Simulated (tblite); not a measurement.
**Question.** What does the GFN2-xTB structure of `Cc1pc(C(C)(C)C)cs1` look like in three dimensions?

**Answer.** 
```xyz
23
C8H13PS angstrom
C      4.0493   -0.6880   -0.2714
C      2.6613   -0.1881   -0.0486
P      1.2384   -1.0470   -0.4492
C      0.1432    0.2409    0.1370
C     -1.3537    0.0404    0.0392
C     -2.1382    1.2362    0.5815
C     -1.7126   -0.1736   -1.4351
C     -1.7217   -1.2124    0.8416
C      0.7463    1.3391    0.6428
S      2.4656    1.3757    0.6673
H      4.0185   -1.6755   -0.7273
H      4.5928   -0.7540    0.6718
H      4.6025   -0.0150   -0.9276
H     -1.9073    2.1399    0.0220
H     -1.9151    1.4044    1.6327
H     -3.2046    1.0425    0.4873
H     -2.7830   -0.3326   -1.5470
H     -1.4266    0.6950   -2.0253
H     -1.1883   -1.0444   -1.8259
H     -1.4418   -1.0895    1.8861
H     -2.7923   -1.3976    0.7878
H     -1.1976   -2.0803    0.4438
H      0.2601    2.2110    1.0404
```

Any rigid rotation of these coordinates is as good. Atoms count from 1 in this order. Of the pairs four or more bonds apart, C6···H23 is among the closest relative to their van der Waals radii: 2.63 Å, 91 % of the sum of Bondi's values. The 6 C–C bonds span 1.351 Å (C4–C9, aromatic) to 1.533 Å (C5–C8, drawn single), a spread of 0.182 Å. The 5-membered ring C2–P3–C4–C9–S10 has internal angles of 94.1° to 118.0°; it is planar, 0.00 Å rms from its mean plane, widest ring torsion 0°. The 2 C–P bonds span 1.710 Å (C2–P3, aromatic) to 1.789 Å (P3–C4, aromatic), a spread of 0.079 Å.

Bonds between heavy atoms (Å): C1–C2 1.492, C2–P3 1.710, P3–C4 1.789, C4–C5 1.513, C5–C6 1.530, C5–C7 1.532, C5–C8 1.533, C4–C9 1.351, C9–S10 1.720, C2–S10 1.731.

Structure optimised with GFN2-xTB, isolated species.

Point group: Cs (tolerance 0.08 Å). Its GFN2-xTB frequencies are all real (lowest 30 cm⁻¹). 2 starts were optimised and ended at 0.00 and 0.34 kcal/mol (GFN2-xTB); the lowest of these is shown.

The numbers are calculated, not measured.
